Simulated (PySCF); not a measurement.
CH6GaN.

```xyz
9

Ga    -0.0563     0.8071     0.0000
H      1.0634     1.9092     0.0000
H     -1.6179     0.9899     0.0000
N      0.5335    -0.9271     0.0000
C     -0.2526    -2.1447     0.0000
H      1.5428    -1.1003     0.0000
H     -0.0639    -2.7811    -0.8962
H     -0.0639    -2.7811     0.8962
H     -1.3342    -1.8982     0.0000
```

Coordinates come from a PBE-D3(BJ)/def2-SVP optimisation.

Level of theory: PBE0/pcSseg-1 in PySCF. Non-relativistic, no solvent.

Computed absolute GIAO shielding of each atom: isotropic value and principal components (ppm):
| atom | σ(iso) | σ11 | σ22 | σ33 | span |
|---|---|---|---|---|---|
| Ga1 | 1326.5 | 1306.6 | 1335.5 | 1337.5 | 30.9 |
| H2 | 26.2 | 20.8 | 21.1 | 36.7 | 15.9 |
| H3 | 26.1 | 20.9 | 21.5 | 35.7 | 14.8 |
| N4 | 158.0 | 44.1 | 209.1 | 220.8 | 176.7 |
| C5 | 144.3 | 118.8 | 132.7 | 181.5 | 62.7 |
| H6 | 28.2 | 21.3 | 27.3 | 35.8 | 14.5 |
| H7 | 27.9 | 23.1 | 25.7 | 35.0 | 11.9 |
| H8 | 27.9 | 23.1 | 25.7 | 35.0 | 11.9 |
| H9 | 27.9 | 24.2 | 26.9 | 32.6 | 8.5 |
